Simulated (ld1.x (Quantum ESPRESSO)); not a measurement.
## cobalt (Co): one change to an RRKJ potential, before and after

* Element: Co (Z = 27)
* Generator: ld1.x (Quantum ESPRESSO) 7.5
* Type: norm-conserving RRKJ (Kleinman–Bylander form)
* Functional: PBEsol
* Relativity: fully relativistic
* Frozen core: [Ar]
* Valence charge: 9
* Reference configuration: 3d7 4s2 4p0
* Partial waves: 4s (bound): rc 2.40 bohr; 4p (bound, empty): rc 2.20 bohr; 3d (bound): rc 0.95 bohr
* Local potential: the d channel
* Core correction: a·sin(br)/r model core inside 0.45 bohr
* rho0: 0.005

Open shells are filled in proportion to 2j + 1 (rel_dist='average').

Change: wave 4s (bound): rc 2.40 bohr becomes 4s (bound): rc 2.96 bohr.

Cutoffs: the cutoffs (Ry, on a coarse ladder) from which the occupation-weighted sum of valence levels, in a spherical-Bessel basis at the reference potential, stays within 10 and 1 mRy of its value at 400 Ry; they do not see the model core or the augmentation charge, which bear on the density cutoff. Errors are all-electron minus pseudo energies relative to the spin-unpolarised reference configuration.

What does the change do?

The potential gets neither clearly harder nor softer (230 Ry and 300 Ry → 230 Ry and 300 Ry); both files keep a bound ghost (p, s); of the 7 tests that both files solve, the error grows in 4 and shrinks in 2 by more than 15 % and 0.3 meV (median size 52.0 → 68.1 meV). In the base the local d channel has no projectors, so it cannot carry the spin–orbit splitting, and the file is wrong for that shell. In the changed file the local d channel has no projectors, so it cannot carry the spin–orbit splitting, and the file is wrong for that shell.

```tsv
quantity	base	changed
cutoff, loose	230 Ry	230 Ry
cutoff, tight	300 Ry	300 Ry
loose cutoff by channel (10 mRy a level)	s 12 Ry, d 180 Ry	s 8 Ry, d 180 Ry
bound ghosts	s, p1/2, p3/2	s, p1/2, p3/2
largest miss of a reference level, eV	0.12	0.12
error for 3d7 4s1 4p0, meV [ΔE 9.05 eV]	-5.9	-6.0
error for 3d7 4s0 4p0, meV [ΔE 25.74 eV]	-52	-68
error for 3d6 4s0 4p0, meV [ΔE 61.58 eV]	-135	-259
error for 3d5 4s0 4p0, meV [ΔE 116.89 eV]	-1053	-1318
error for 3d8 4s0 4p0, meV [ΔE 6.42 eV]	-229	-176
error for 3d7.5 4s1.5 4p0, meV [ΔE -0.96 eV]	-34	-23
error for 3d7 4s0 4p2, meV [ΔE 9.01 eV]	-7.3	-21
```

 A true bound ghost makes a file unfit for plane-wave use even where its test errors are small: the radial tests pick states by their node count and pass the ghost by.
